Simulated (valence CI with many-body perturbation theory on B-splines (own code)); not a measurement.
Values are calculated unless marked as measured or tabulated.
## Ce9+: magnetic and hyperfine properties of the levels

Method: relativistic CI+MBPT: three valence electrons over a frozen Dirac-Fock core [Kr] 4d10, a basis of 7 s, 7 p, 7 d, 7 f, 4 g, 2 h functions for each j, with the one-electron correlation potential Σ1, the two-electron term Σ2, the three-electron term Σ3, Breit, model QED; selected CI, second order for the rest, scaled by the run's own slope (own B-spline code, finite nucleus).

No measured spectrum was set against this ion. As an estimate, levels hold to about 250 cm⁻¹ or 0.2 % of their energy and the worst to 1 %, as in measured heavy ions of charge 2 to 7; those with d or f electrons hold less well.

A/g_I is the dipole constant over the nuclear g factor μ/I (μ in nuclear magnetons, uniformly magnetised nucleus), B/Q the quadrupole constant per barn. Both hold the static response of the core; the bare values leave it out. Large factors of s and p1/2 electrons are usually good to 5 to 10 %; those of open d and f shells near neutrality can be off by tens of per cent, and small factors of p3/2, d and f electrons come from cancelling terms and can be off by a factor of two or in sign, in half-filled shells by more. B is blank for J = 1/2, where it vanishes, and for nearly pure S terms. Energies count from the lowest level.

Names give the largest LS component (configuration and term), which can be under half, so a name can repeat, a term be missing and a line seem to break the LS rules; names also repeat where a configuration has a term twice. Letters in brackets count levels of one name in rising energy.

```tsv
Level	E (cm⁻¹)	g	A/g_I (MHz)	A/g_I bare	B/Q (MHz/b)	B/Q bare
5s²5p ²P°_1/2	0.0	0.665	22800	21200		
5s²5p ²P°_3/2	33436	1.334	3350	2900	6580	5880
4f5s² ²F°_5/2	55354	0.856	589	612	940	730
4f5s² ²F°_7/2	57943	1.142	345	479	1100	834
5s5p² ⁴P_1/2	139150	2.567	61000	56100		
5s5p² ⁴P_3/2	158290	1.713	20800	19100	5470	4880
5s5p² ⁴P_5/2	169390	1.487	22100	20400	-2320	-2100
4f5s5p ⁴G_5/2	183220	0.763	-3080	-2800	-589	-648
4f5s5p ⁴F_7/2 [a]	186420	1.152	4800	4570	-1830	-1790
4f5s5p ⁴F_3/2	187000	0.637	-13100	-12000	1960	1730
4f5s5p ⁴F_5/2	190890	1.015	-3970	-3450	1030	842
4f5s5p ²F_7/2 [a]	191010	1.152	11100	10400	-1950	-1860
4f5s5p ⁴F_9/2	192510	1.250	10000	9380	-5090	-4710
5s5p² ²D_3/2	193040	0.712	-8990	-8350	4260	3800
4f5s5p ²F_5/2 [a]	197030	1.010	2630	2500	1640	1380
4f5s5p ²G_7/2 [a]	201690	1.058	1140	1180	2200	1830
5s5p² ²D_5/2	206250	1.152	13800	12800	5580	4980
5s5p² ²P_1/2	208710	1.148	5630	5210		
4f5s5p ⁴G_9/2	215370	1.241	7970	7480	4470	3900
4f5s5p ⁴F_7/2 [b]	215730	1.180	8630	8050	2040	1770
4f5s5p ⁴D_5/2	219080	1.228	8220	7670	-1190	-1060
4f5s5p ⁴G_11/2	219350	1.273	8360	7810	7460	6470
4f5s5p ⁴D_3/2	222000	1.099	3170	3000	-1900	-1680
4f5s5p ²F_7/2 [b]	222400	1.132	6150	5790	1100	894
4f5s5p ⁴D_1/2	223860	-0.003	-28400	-26000		
4f5s5p ²D_5/2 [a]	229380	1.144	527	569	-69.5	-122
4f5s5p ²G_9/2 [a]	230820	1.119	8680	8040	6680	5820
4f5s5p ²D_3/2 [a]	235880	0.846	-15600	-14200	1160	959
5s5p² ²S_1/2	242180	1.622	72700	67500		
5s5p² ²P_3/2	245140	1.255	-8840	-8420	-5100	-4610
4f5s5p ²F_5/2 [b]	250110	0.888	2740	2570	-4930	-4530
4f5s5p ²F_7/2 [c]	252410	1.138	-1380	-1120	-5180	-4780
4f5s5p ²G_7/2 [b]	257790	0.889	-2770	-2550	5400	4730
4f²5s ⁴H_7/2	258730	0.675	-7550	-7020	1060	813
4f5s5p ²D_3/2 [b]	258740	0.798	5750	5430	1690	1440
4f5s5p ²G_9/2 [b]	259230	1.111	-1070	-873	6700	5860
4f²5s ⁴H_9/2	259710	0.975	843	867	1100	844
4f5s5p ²D_5/2 [b]	260410	1.194	1860	1940	2190	1840
4f²5s ⁴H_11/2	260960	1.132	4490	4310	943	687
4f²5s ⁴H_13/2	262450	1.230	6090	5830	1100	796
```
